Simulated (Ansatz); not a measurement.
Species: H3B, SMILES `B` (charge 0, multiplicity 1).

Task: Give a relaxed geometry from PBE0-D3(BJ)/def2-TZVP (Ansatz, a quantum-chemistry and plane-wave program).

Result: the end point of this relaxation (outside a Z-matrix the atoms follow the SMILES, hydrogens last).
Z-matrix (Å, degrees):
```
B
H 1 1.1935
H 1 1.1935 2 120.00
H 1 1.1935 2 120.00 3 179.99
```
